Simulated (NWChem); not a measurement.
GaH2, doublet; SMILES [GaH2]

```xyz
3

Ga     0.0000     0.0000     0.0482
H      1.3824     0.0000    -0.7477
H     -1.3824     0.0000    -0.7477
```
Atoms are numbered in this order, from 1.

In the optimisation the excess spin sits in a1 (C2v, its own frame). Geometry: optimised at PBE0/def2-SVP, spin-unrestricted. This spin state was assumed; another may lie lower. No stability test was run on the SCF state.

Symmetry labels are those of C2v in the frame above (b1 and b2, or b-type labels, depend on it).

Q: List the 4 lowest vertical excitations from PBE0/def2-SVPD, spin-unrestricted, TDA (NWChem).

A: 
```json
[
 {"state": "state 1", "energy (eV)": "1.85", "oscillator strength": "0.012", "symmetry of the excitation": "b2", "<S²>": "0.75"},
 {"state": "state 2", "energy (eV)": "4.30", "oscillator strength": "0.008", "symmetry of the excitation": "b1", "<S²>": "0.80"},
 {"state": "state 3", "energy (eV)": "4.70", "oscillator strength": "0.000", "symmetry of the excitation": "a2", "<S²>": "2.74"},
 {"state": "state 4", "energy (eV)": "4.72", "oscillator strength": "0.090", "symmetry of the excitation": "a1", "<S²>": "0.76"}
]
```
